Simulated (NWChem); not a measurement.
A series in which one site is exchanged, each optimised at PBE0/def2-SVP with NWChem, gas phase unless a solvent is named. Some are not confirmed as minima by frequencies. def2 effective core potentials on Sr, Cd, Te, Ba; no spin-orbit coupling.

A: [Cl][Cd][F] (CdClF; site = Cd)
B: [F][Sr][Cl] (SrClF; site = Sr)
C: [F][Ba][Cl] (BaClF; site = Ba)
D: F[Te]Cl (TeClF; site = Te)

Rank them by dipole (D), PBE0/def2-SVP, lowest first.

A (0.33), D (2.68), B (5.47), C (7.49)
